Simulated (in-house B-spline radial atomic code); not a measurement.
**Pt IV (Pt3+): [Ne] 3s2 (3p1/2)2 (3p3/2)3 3d10 4s2 4p6 4d10 4f14 5s2 5p6 5d8 (with a hole in an inner shell)**

Level of theory: Dirac-Kohn-Sham PBE, spherical fractional occupations, Fermi nucleus of rms radius 5.427 fm; calculated with an all-electron radial atomic-structure program (B-spline basis).

Screening seen three ways: the hydrogenic charge with the same mean radius, Z_r = [3n² - l(l+1)]/(2<r>), the one with the same energy, Z_e = n√(-2ε), and Slater's rules. Values are occupation-weighted means over j. An effective charge above Z reflects the relativistic contraction of the inner shells.

```tsv
shell	electrons	ε (eV)	<r> (bohr)	Z_r	Z_e	Slater
1s	2	-78402	0.01715	87.45	75.91	77.70
2s	2	-13850	0.07167	83.72	63.81	73.85
2p	6	-12133	0.06464	77.35	59.72	73.85
3s	2	-3311.7	0.186	72.57	46.80	67.10
3p	5	-2828.5	0.1854	67.43	43.25	67.10
3d	10	-2203.3	0.1696	61.91	38.18	57.85
4s	2	-748.5	0.412	58.26	29.67	51.10
4p	6	-578.36	0.4364	52.70	26.08	51.10
4d	10	-358.73	0.4617	45.48	20.54	39.85
5s	2	-141.66	0.9355	40.09	16.13	21.35
4f	14	-120.85	0.4964	36.26	11.92	28.45
5p	6	-95.514	1.068	34.16	13.25	21.35
5d	8	-40.623	1.439	23.97	8.64	8.55
```

The least bound orbital is 5d5/2 at -39.9 eV, and it is also the most diffuse (<r> = 1.457 bohr). The part-filled 3p shell lies below the filled 5p shell in orbital energy.

For the 1s electron the small component carries 8.75 % of the norm, the zero-frequency Breit interaction raises the level by 289.2 eV, self-energy by 184.8 eV, and vacuum polarisation lowers it by 37.13 eV.
